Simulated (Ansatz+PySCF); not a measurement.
Values are calculated unless marked as measured or tabulated.
This PySCF input gave a total energy of -2572.91986 hartree.

```python
from pyscf import gto, scf, mp

mol = gto.M(atom="""
H 0.000000 0.000000 -1.271950
Br 0.000000 0.000000 0.036340
""", basis='def2-svp', charge=0, spin=0)
mf = scf.UHF(mol)
mf.kernel()
pt = mp.MP2(mf, frozen=9).run()
print(mf.e_tot, pt.e_corr, pt.e_tot)
```

(1) Write an input for Ansatz with the same method and basis set.

Results:

(1)

```yaml
crystal:
  periodic: [false, false, false]
  atoms:
    - { symbol: H, position_ang: [0.0, 0.0, -1.27195] }
    - { symbol: Br, position_ang: [0.0, 0.0, 0.03634] }
basis:
  gaussian: { orbitals: def2-SVP }
magnetization:
  spin_polarized: true
hamiltonian:
  xc: hf
correlation:
  method: mp2
  frozen_orbitals: { Br: 9, H: 0 }
scf:
  omitted_lower_state_checks: [stability, starts, atomic_configurations, cluster_reference, orbital_swaps, given_window_search, neighbouring_geometries, increment]
```

Ansatz (development build ahead of 0.2.0) gave -2572.91986 hartree, 0.08 meV from the first.
